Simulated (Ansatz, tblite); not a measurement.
MF4 with several metals: vertical IE (eV) at several levels, gas phase, relaxed structures; Ansatz, xTB through tblite. Core potentials for Hf, Nb, Zr in the def2 sets, no spin–orbit coupling. Raw xTB energies of ions are shifted by several eV. The spins of the ions were chosen, not always searched. A dash marks a value that wasn't run or was left out as unsound. The structures are stationary points that may keep the symmetry of their start. Remarks come from the PBE and PBE0 runs and from stability tests at other levels; not every state was tested. HOMO above LUMO (over both spins in singlets and doublets, within one spin in higher multiplets; at PBE or PBE0), or a gap under 0.15 eV within one spin, warns that the state may not be the lowest or that an electron is smeared out.

```json
{"species": "NbF4", "state": "doublet to singlet", "geometry": "PBE0-D4/def2-SVP", "GFN1-xTB": "13.69", "PBE-D4/def2-TZVP": "8.52", "r2SCAN-D4/def2-TZVP": "–", "PBE0-D4/def2-TZVP": "9.13", "remarks": "–"}
{"species": "HfF4", "state": "singlet to doublet", "geometry": "PBE0-D4/def2-SVP", "GFN1-xTB": "18.42", "PBE-D4/def2-TZVP": "13.48", "r2SCAN-D4/def2-TZVP": "13.85", "PBE0-D4/def2-TZVP": "14.48", "remarks": "gap within one spin near zero at PBE or PBE0 (+1 doublet)"}
{"species": "ZrF4", "state": "singlet to doublet", "geometry": "PBE-D4/def2-SVP", "GFN1-xTB": "17.44", "PBE-D4/def2-TZVP": "13.51", "r2SCAN-D4/def2-TZVP": "13.88", "PBE0-D4/def2-TZVP": "14.51", "remarks": "gap within one spin near zero at PBE or PBE0 (+1 doublet)"}
{"species": "TiF4", "state": "singlet to doublet", "geometry": "PBE-D4/def2-SVP", "GFN1-xTB": "19.45", "PBE-D4/def2-TZVP": "14.00", "r2SCAN-D4/def2-TZVP": "14.39", "PBE0-D4/def2-TZVP": "14.96", "remarks": "gap within one spin near zero at PBE or PBE0 (+1 doublet)"}
```

Over the 3 species that have every level, the mean is 18.44 at GFN1-xTB, 13.66 at PBE-D4/def2-TZVP, 14.04 at r2SCAN-D4/def2-TZVP, 14.65 at PBE0-D4/def2-TZVP.
